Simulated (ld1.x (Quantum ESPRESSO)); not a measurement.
# Which change was made? (Ag, ultrasoft)

* Element: silver (Ag)
* Generator: ld1.x (Quantum ESPRESSO) 7.5
* Type: ultrasoft
* Functional: PBE
* Relativity: scalar-relativistic
* Frozen core: [Kr]
* Valence charge: 11
* Reference configuration: 4d10 5s1 5p0
* Partial waves: 5s (bound): rcut 1.95, rcutus 2.55 bohr; 5s channel at 0.15 Ry: rcut 1.95, rcutus 2.55 bohr; 5p (bound, empty): rcut 3.25, rcutus 3.75 bohr; 5p channel at 2.3 Ry: rcut 3.25, rcutus 3.75 bohr; 4d (bound): rcut 1.60, rcutus 1.95 bohr; 4d channel at 0.85 Ry: rcut 1.60, rcutus 1.95 bohr
* Local potential: all-electron potential smoothed inside 3.40 bohr (lloc = -1)
* Core correction: none
* Augmentation charge: PSQ, inside the norm-conserving radii

Cutoffs, loose and tight: the cutoffs (Ry, on a coarse ladder) from which the occupation-weighted sum of valence levels, in a spherical-Bessel basis at the reference potential, stays within 10 and 1 mRy of its value at 400 Ry. They do not see the model core or the augmentation charge, which bear on the density cutoff. Test errors are all-electron minus pseudo excitation energies from the reference, over the configurations 4d10 5s0 5p0; 4d9 5s0 5p0; 4d8 5s0 5p0; 4d10 5s0.5 5p0; 4d9 5s1 5p0; 4d10 5s0 5p1; 4d9 5s1 5p1; variants that change the core or the reference have their own tests. The largest error is taken over the tests solved by every variant that gives reliable tests at all, those not shown here included: 4d10 5s0 5p0; 4d10 5s0 5p1; 4d10 5s0.5 5p0; 4d9 5s1 5p1.

The base gives: outcome: generated; cutoff, loose: 30 Ry; cutoff, tight: 50 Ry; bound ghosts: none; largest test error (meV): -31.

After one change the result is: outcome: generated; cutoff, loose: 12 Ry; cutoff, tight: 18 Ry; bound ghosts: none; largest test error (meV): -122. Which change was it?
A. waves 4d (bound): rcut 1.60, rcutus 2.46 bohr; 4d channel at 0.85 Ry: rcut 1.60, rcutus 2.46 bohr
B. waves 4d (bound): rcut 1.60, rcutus 2.94 bohr; 4d channel at 0.85 Ry: rcut 1.60, rcutus 2.94 bohr
C. waves 4d (bound): rcut 1.60, rcutus 2.26 bohr; 4d channel at 0.85 Ry: rcut 1.60, rcutus 2.26 bohr
D. waves 4d (bound): rcut 1.60, rcutus 2.70 bohr; 4d channel at 0.85 Ry: rcut 1.60, rcutus 2.70 bohr

B. The others give: waves 4d (bound): rcut 1.60, rcutus 2.70 bohr; 4d channel at 0.85 Ry: rcut 1.60, rcutus 2.70 bohr → outcome: generated; cutoff, loose: 15 Ry; cutoff, tight: 21 Ry; bound ghosts: none; largest test error (meV): -90 | waves 4d (bound): rcut 1.60, rcutus 2.26 bohr; 4d channel at 0.85 Ry: rcut 1.60, rcutus 2.26 bohr → outcome: generated; cutoff, loose: 21 Ry; cutoff, tight: 35 Ry; bound ghosts: none; largest test error (meV): +11 | waves 4d (bound): rcut 1.60, rcutus 2.46 bohr; 4d channel at 0.85 Ry: rcut 1.60, rcutus 2.46 bohr → outcome: generated; cutoff, loose: 18 Ry; cutoff, tight: 30 Ry; bound ghosts: none; largest test error (meV): -15.
